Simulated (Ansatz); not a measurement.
`[NH2][In]([OH])[SH]` + H₂S → `[OH][In]([SH])[SH]` + NH₃  (ligand exchange at the In–N bond)

Isolated molecules relaxed with PBE0-D4/def2-TZVP in Ansatz; ΔE leaves out vibrations. CCSD(T)/CBS is the MP2 limit (def2-TZVPP, def2-QZVPP) plus CCSD(T) − MP2 in def2-TZVPP, frozen cores. This one scheme is used for every species. DFT in def2-TZVPP. Elements past krypton have def2 core potentials. For In outer-core shells are correlated without core-valence functions, which leaves a few kJ/mol of doubt a bond. One conformer a species, not always the lowest.

`[NH2][In]([OH])[SH]`:

Cartesian coordinates in Å:
```
N -0.813 0.241 1.476
In 0.290 -0.016 -0.186
O 2.177 0.570 -0.046
S -0.419 -1.118 -2.171
H -1.807 0.362 1.342
H -0.476 0.961 2.100
H 2.703 0.350 -0.818
H -1.654 -1.349 -1.696
```

H₂S:

```xyz
3

S    -0.144   -0.069   -0.599
H    -0.570    0.755    0.370
H     0.714   -0.685    0.229
```

`[OH][In]([SH])[SH]`:

Z-matrix (Å, degrees):
```
In
S 1 2.365
S 1 2.374 2 125.3
O 1 1.977 2 114.8 3 180.0
H 2 1.345 1 91.8 3 -180.0
H 3 1.344 1 93.1 2 -0.0
H 4 0.960 1 113.5 2 180.0
```

NH₃:

Cartesian coordinates in Å:
```
N 0.060 0.136 -0.239
H -0.410 0.737 0.427
H -0.546 -0.659 -0.401
H 0.895 -0.214 0.213
```

(1) Is it downhill or uphill in electronic energy at CCSD(T)/CBS, and by how much? (An estimate is asked.)

(2) What do these levels give: r2SCANh-D4, r2SCAN0-D4, ωB97M-V, RPA@PBE/def2-TZVPP, MP2/def2-TZVPP, HF/def2-QZVPP? (An estimate is asked.)

Largest T1 diagnostic among the species: 0.015.

Results:

(1) The calculation gave: Downhill: ΔE = -82.4 kJ/mol.

(2) Computed: r2SCANh-D4 -89.5, r2SCAN0-D4 -91.0, ωB97M-V -84.7, RPA@PBE/def2-TZVPP -76.5, MP2/def2-TZVPP -84.2, HF/def2-QZVPP -88.0 kJ/mol.

From PBE to PBE0 (25 % exact exchange), in def2-TZVPP and without D4, ΔE moves by −3.0 kJ/mol. In def2-TZVPP, CCSD(T) changes the Hartree–Fock value by +7.4 kJ/mol (the triples alone add −0.1 kJ/mol) and MP2 by +4.8 kJ/mol.
